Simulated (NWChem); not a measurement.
System: CdSiH$_{3}$OCl; SMILES [SiH3][O][Cd][Cl]

Here is an NWChem input.

```
start job
memory heap 200 mb stack 900 mb global 1100 mb
geometry units angstroms noautoz
  Cd     0.434334    -0.435920     0.012247
  Cl    -0.225566    -2.619634    -0.019598
  O      1.118500     1.417808     0.043382
  Si     0.268989     2.856810    -0.009494
  H     -0.557482     2.990111    -1.268824
  H      1.261440     3.986833     0.032783
  H     -0.679961     3.006841     1.158227
end
basis spherical
  * library def2-svp
end
ecp
  Cd library def2-ecp
end
dft
  xc xpbe96 cpbe96
  iterations 150
  mulliken
end
task dft energy
```

Output (shortened):

```
             Northwest Computational Chemistry Package (NWChem) 7.3.0
             --------------------------------------------------------

 C1  symmetry detected

                             Geometry "geometry" -> ""
                             -------------------------

 Output coordinates in angstroms (scale by  1.889725989 to convert to a.u.)

  No.       Tag          Charge          X              Y              Z
 ---- ---------------- ---------- -------------- -------------- --------------
    1 Cd                  48.0000     0.14493774    -0.37668496     0.00050895
    2 Cl                  17.0000    -0.27967156    -2.61829029    -0.00069687
    3 O                    8.0000     0.62869300     1.53938826    -0.00155702
    4 Si                  14.0000    -0.37069058     2.87969487    -0.00007087
    5 H                    1.0000    -1.27828524     2.92092892    -1.20891627
    6 H                    1.0000     0.49670398     4.10900211    -0.01141548
    7 H                    1.0000    -1.26088965     2.93104777     1.22119742

 Effective nuclear repulsion energy (a.u.)     518.9258793575

 Summary of "ao basis" -> "ao basis" (spherical)
 ------------------------------------------------------------------------------
       Tag                 Description            Shells   Functions and Types
 ---------------- ------------------------------  ------  ---------------------
 Cd                         def2-svp                11       31   5s3p2d1f
 Cl                         def2-svp                 8       18   4s3p1d
 O                          def2-svp                 6       14   3s2p1d
 Si                         def2-svp                 8       18   4s3p1d
 H                          def2-svp                 3        5   2s1p

            General Information
            -------------------
          SCF calculation type: DFT
          Wavefunction type:  closed shell.
          No. of atoms     :     7
          No. of electrons :    62
           Alpha electrons :    31
            Beta electrons :    31
          Charge           :     0
          Spin multiplicity:     1
          Use of symmetry is: off; symmetry adaption is: off
          Maximum number of iterations: 150
          AO basis - number of functions:    96
                     number of shells:    42
          Convergence on energy requested:  1.00D-06
          Convergence on density requested:  1.00D-05
          Convergence on gradient requested:  5.00D-04

              XC Information
              --------------
          PerdewBurkeErnzerhof Exchange Functional  1.000
            Perdew 1991 LDA Correlation Functional  1.000 local
           PerdewBurkeErnz. Correlation Functional  1.000 non-local

             Grid Information
             ----------------
          Grid used for XC integration:  medium
          Radial quadrature: Mura-Knowles
          Angular quadrature: Lebedev.
          Tag              B.-S. Rad. Rad. Pts. Rad. Cut. Ang. Pts.
          ---              ---------- --------- --------- ---------
          Cd                  1.55      123          12.0       590
          Cl                  1.00       88          15.0       590
          O                   0.60       49          11.0       434
          Si                  1.10       88          12.0       590
          H                   0.35       45          14.0       434
          Grid pruning is: on
          Number of quadrature shells:   483
          Spatial weights used:  Erf1

      Superposition of Atomic Density Guess
      -------------------------------------

 Sum of atomic energies:       -1016.22474045

      Non-variational initial energy
      ------------------------------

 Total energy =    -991.672403
 1-e energy   =   -1984.939651
 2-e energy   =     718.753721
 HOMO         =      -0.381015
 LUMO         =      -0.092054

     ---------------------------------------------
      Total Density - Mulliken Population Analysis
     ---------------------------------------------

    Atom       Charge   Shell Charges
 -----------   ------   -------------------------------------------------------
    1 Cd  20    18.76  -0.37  1.61  0.75  0.43  0.17  5.95  0.16  0.07  9.12  0.86  0.00
    2 Cl  17    17.54   2.00  1.99  1.23  0.72  5.94  2.17  3.47  0.01
    3 O    8     9.14   1.99  1.11  0.73  3.13  2.17  0.00
    4 Si  14    13.26   2.00  1.99  0.96  0.25  5.94  1.02  0.90  0.20
    5 H    1     1.10   0.70  0.39  0.01
    6 H    1     1.11   0.70  0.39  0.01
    7 H    1     1.10   0.70  0.39  0.01

   convergence    iter        energy       DeltaE   RMS-Dens  Diis-err
 ---------------- ----- ----------------- --------- --------- ---------
 d= 0,ls=0.0,diis     1   -993.6820173199 -1.27D+03  3.08D-02  9.72D-01
 d= 0,ls=0.0,diis     2   -992.4911024660  1.19D+00  2.29D-02  1.10D+01
 d= 0,ls=0.0,diis     3   -993.7699926846 -1.28D+00  8.30D-03  2.08D-01
 d= 0,ls=0.0,diis     4   -993.7885021545 -1.85D-02  3.38D-03  1.16D-01
 d= 0,ls=0.0,diis     5   -993.8063126078 -1.78D-02  6.36D-04  3.59D-03
  Resetting Diis
 d= 0,ls=0.0,diis     6   -993.8067623600 -4.50D-04  1.54D-04  2.49D-04
 d= 0,ls=0.0,diis     7   -993.8067894314 -2.71D-05  5.95D-05  1.01D-05
 d= 0,ls=0.0,diis     8   -993.8067885309  9.00D-07  4.10D-05  1.83D-05
 d= 0,ls=0.0,diis     9   -993.8067902100 -1.68D-06  1.45D-05  3.80D-06
 d= 0,ls=0.0,diis    10   -993.8067905785 -3.68D-07  3.82D-06  2.20D-07

         Total DFT energy =     -993.806790578509
      One electron energy =    -1985.993654616030
           Coulomb energy =      791.556926010350
    Exchange-Corr. energy =      -73.883588664125
 Nuclear repulsion energy =      274.513526691295

 Numeric. integr. density =       61.999990249935

                       DFT Final Molecular Orbital Analysis
                       ------------------------------------

[...]
```

Level: PBE/def2-SVP with def2 effective core potentials on Cd. Structure relaxed at the PBE-D3(BJ)/def2-SVP level. def2 effective core potentials on Cd; no spin-orbit coupling.
